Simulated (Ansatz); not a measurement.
Ideal-gas functions of `[F][In]([F])[SeH]` at 298.15 K and 1 bar, from an Ansatz frequency run at PBE0-D4/def2-TZVP.

Molar mass 232.78 g/mol, point group Cs (symmetry number 1), electronic degeneracy 1, moments of inertia 99.146, 425.03, 524.176 u Å². Harmonic wavenumbers (cm⁻¹, unscaled): 72, 120, 138, 211, 253, 603, 609, 631, 2438.

Use S(trans) = R[1.5 ln M + 2.5 ln T − 1.1517]; rotational temperatures θ = 24.2544 K / I; S(rot) = R[ln(√π/σ · √(T³/θAθBθC)) + 1.5]; for each mode x = 1.438777 ν̃/T, S = R[x/(eˣ − 1) − ln(1 − e⁻ˣ)] and H = RT x/(eˣ − 1); 1 cm⁻¹ = 0.0119627 kJ/mol; R = 8.31446 J/(mol·K).

**Question.** By hand: the entropy, in J/(mol·K).

**Answer.** Translation 176.8. Rotation: θ = 0.2446, 0.0571, 0.0463 K, giving 118.8. Vibration, mode by mode: 17.15, 12.97, 11.85, 8.51, 7.15, 1.86, 1.82, 1.67, 0.00, in all 63.0. Electronic 0.0. Sum 358.6 J/(mol·K).

**Question.** By hand: H − E and G − E in kJ/mol, counted from the electronic energy.

**Answer.** Zero-point energy ½ × 5075 × 0.0119627 = 30.4; thermal vibration 9.5; translation, rotation and pV give 4 RT = 9.9. H − E = 49.8 kJ/mol, and G − E = 49.8 − 298.15 × 358.6/1000 = -57.1 kJ/mol.

Vibration gives 18 % of the entropy, 42.0 J/(mol·K) of it from the modes under 150 cm⁻¹: soft modes count most, and the harmonic formula is weakest for them. The sum counts one conformer and one mirror image; others add a mixing term.
